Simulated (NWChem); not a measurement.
Molecule: CH4SSe; SMILES CS[SeH]

```xyz
7

Se     0.0532     1.0328     0.0390
H      0.1848     1.2092    -1.4228
S     -0.6780    -1.0417     0.0125
C      0.8519    -2.0125     0.0160
H      1.4163    -1.8807    -0.9177
H      0.5345    -3.0639     0.0975
H      1.4833    -1.7612     0.8790
```
Atoms are numbered in this order, from 1.

Computed with NWChem. Coordinates come from a PBE0/def2-SVP optimisation. GIAO values for the isolated, static molecule; σ is the absolute isotropic shielding, δ = σ(reference) − σ with the isolated reference molecule computed at the same levels (13C: tetramethylsilane, 1H: tetramethylsilane). Spin-orbit effects, on the heavy nuclei and on their neighbours, are missing.

| level | σ Se1 (ppm) | δ H2 (ppm) | σ S3 (ppm) | δ C4 (ppm) | δ H5 (rotor mean) (ppm) |
|---|---|---|---|---|---|
| PBE0/pcSseg-1 | (withheld) | (withheld) | (withheld) | 29.3 | 2.20 |
| LDA (Slater exchange, VWN5)/pcSseg-1 | 1433.1 | 4.23 | 484.7 | 31.2 | 2.22 |
| BHandHLYP/pcSseg-1 | 1571.6 | 3.64 | 549.0 | 28.9 | 2.19 |

Question: Complete the blanks.

Answer: 
- PBE0/pcSseg-1, σ Se1 (ppm): 1553.4
- PBE0/pcSseg-1, δ H2 (ppm): 3.79
- PBE0/pcSseg-1, σ S3 (ppm): 540.7
